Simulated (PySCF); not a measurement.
A PySCF script (with the pyscf-properties extension) for the NMR shieldings of SMILES C1[C@@H](CC=C)S[SiH2]O1, C5H10OSSi, on a GFN2-xTB geometry:

```python
import basis_set_exchange as bse
import numpy as np
from pyscf import gto, dft
from pyscf.prop import nmr

atoms = """
C     2.702669    0.882704    0.075202
C     1.663660    0.439390    0.757135
C     1.072194   -0.926267    0.602107
C    -0.405084   -0.888458    0.215292
C    -0.648308   -0.134854   -1.088810
O    -2.004874    0.164218   -1.251407
Si   -2.877927    0.528210    0.070919
S    -1.429202   -0.091500    1.522313
H     3.106588    1.869224    0.225543
H     3.204140    0.271036   -0.657929
H     1.173969    1.064361    1.491639
H     1.616981   -1.488409   -0.160954
H     1.157758   -1.459587    1.552754
H    -0.788530   -1.908878    0.124506
H    -0.065663    0.793766   -1.088746
H    -0.338208   -0.745302   -1.942518
H    -3.094504    1.956035    0.222485
H    -4.054421   -0.319371    0.038834
"""
names = dict.fromkeys(["C", "O", "Si", "S", "H"], "pcSseg-1")
basis = {el: gto.basis.parse(bse.get_basis(n, elements=[el], fmt="nwchem")) for el, n in names.items()}
mol = gto.M(atom=atoms, basis=basis, charge=0, verbose=0)
mf = dft.RKS(mol, xc="PBE0")
mf.grids.level = 2
mf.grids.alignment = dft.numint.BLKSIZE   # the property module wants whole blocks of grid points
mf.conv_tol = 1e-9
mf.kernel()

calc = nmr.RKS(mf)   # GIAO
C = mf.mo_coeff
Co = C[:, mf.mo_occ > 0]
resp = mf.gen_response(singlet=True, hermi=2)
def vind(x):   # induced exchange potential for any number of trial vectors
    d = np.einsum("pi,xij,qj->xpq", C, 2 * x.reshape(-1, C.shape[1], Co.shape[1]), Co, optimize=True)
    return np.einsum("xpq,pi,qj->xij", resp(d - d.transpose(0, 2, 1)), C, Co, optimize=True).ravel()
mo1, _ = nmr.rhf.solve_mo1(calc, with_cphf=vind)
sigma = calc.kernel(mo1)
for i, s in enumerate(sigma):   # ppm
    print("%2d %-2s %9.2f" % (i, mol.atom_pure_symbol(i), np.trace(s) / 3))
```

Task: Give the expected output.

Result: 
```
 0 C      63.00
 1 C      43.31
 2 C     148.62
 3 C     133.98
 4 C     113.44
 5 O     295.93
 6 Si    343.43
 7 S     647.05
 8 H      26.30
 9 H      26.35
10 H      24.87
11 H      29.41
12 H      28.75
13 H      27.94
14 H      27.98
15 H      27.55
16 H      26.12
17 H      26.27
```

These numbers come from an equivalent density-fitted implementation of the same equations, which agrees with the script to about 0.01 ppm for H and up to a few tenths of a ppm for heavy atoms, so last digits may differ.

Task: Turn these shieldings into chemical shifts. References, each an isolated molecule treated in the same way: TMS for $^{13}$C (186.93 ppm) and $^{29}$Si (349.16 ppm) and $^{1}$H (31.72 ppm); H2O for $^{17}$O (336.08 ppm); CS2 for $^{33}$S (503.73 ppm).

Result: Averaging equivalent atoms: C 1: 143.6; C 0: 123.9; C 4: 73.5; C 3: 52.9; C 2: 38.3; O 5: 40.1; Si 6: 5.7; S 7: -143; H 10: 6.85; H 16: 5.59; H 17: 5.45; H 8: 5.42; H 9: 5.37; H 15: 4.17; H 13: 3.77; H 14: 3.74; H 12: 2.97; H 11: 2.31 ppm. Experimental scales use liquid or dissolved standards, which lie at an offset from isolated H2O (liquid H2O: subtract about 36 ppm).

Size and cost of the density-fitted run: 200 basis functions, 70 s wall time on 1 thread of an Arm Neoverse N1, shared host; peak memory 0.9 GiB.
